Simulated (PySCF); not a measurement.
Al(Cl)(F)(NHMe) (CH4AlClFN), SMILES [Cl][Al]([F])[NH]C.

The structure is a stationary point at PBE0-D3(BJ)/def2-SVP. The structure was generated by enumeration; whether it is a known compound was not checked. The values are those of a single conformer.

These are TDDFT-PBE/def2-SVPD (PySCF) values and carry that method's errors.

Vertical excitations. Gas-phase values at a fixed geometry. State labels are in the subgroup Cs.

```json
[
 {"state": "S1", "symmetry": "A\"", "energy (eV)": "4.44", "λ (nm)": "280", "f": "0.017", "main pairs": "HOMO→LUMO 100 %"},
 {"state": "S2", "symmetry": "A'", "energy (eV)": "5.85", "λ (nm)": "212", "f": "0.119", "main pairs": "HOMO→LUMO+1 95 %"},
 {"state": "S3", "symmetry": "A\"", "energy (eV)": "6.13", "λ (nm)": "202", "f": "0.004", "main pairs": "HOMO→LUMO+2 100 %"},
 {"state": "S4", "symmetry": "A'", "energy (eV)": "6.48", "λ (nm)": "191", "f": "0.036", "main pairs": "HOMO−1→LUMO 98 %"},
 {"state": "S5", "symmetry": "A\"", "energy (eV)": "6.49", "λ (nm)": "191", "f": "0.002", "main pairs": "HOMO→LUMO+3 99 %"},
 {"state": "S6", "symmetry": "A\"", "energy (eV)": "6.66", "λ (nm)": "186", "f": "0.040", "main pairs": "HOMO−2→LUMO 99 %"},
 {"state": "S7", "symmetry": "A'", "energy (eV)": "7.20", "λ (nm)": "172", "f": "0.069", "main pairs": "HOMO−3→LUMO 94 %"},
 {"state": "S8", "symmetry": "A\"", "energy (eV)": "7.21", "λ (nm)": "172", "f": "0.010", "main pairs": "HOMO→LUMO+4 98 %"},
 {"state": "S9", "symmetry": "A\"", "energy (eV)": "7.38", "λ (nm)": "168", "f": "0.001", "main pairs": "HOMO−1→LUMO+1 100 %"},
 {"state": "S10", "symmetry": "A\"", "energy (eV)": "7.51", "λ (nm)": "165", "f": "0.004", "main pairs": "HOMO→LUMO+5 99 %"},
 {"state": "T1", "symmetry": "A\"", "energy (eV)": "4.13", "λ (nm)": "300", "f": "0", "main pairs": "HOMO→LUMO 99 %"},
 {"state": "T2", "symmetry": "A'", "energy (eV)": "4.91", "λ (nm)": "252", "f": "0", "main pairs": "HOMO→LUMO+1 99 %"},
 {"state": "T3", "symmetry": "A\"", "energy (eV)": "5.98", "λ (nm)": "207", "f": "0", "main pairs": "HOMO→LUMO+2 99 %"},
 {"state": "T4", "symmetry": "A'", "energy (eV)": "6.27", "λ (nm)": "198", "f": "0", "main pairs": "HOMO−1→LUMO 100 %"}
]
```
Triplets are in the Tamm–Dancoff approximation, which puts them higher than full response would, so one can lie above its singlet here.
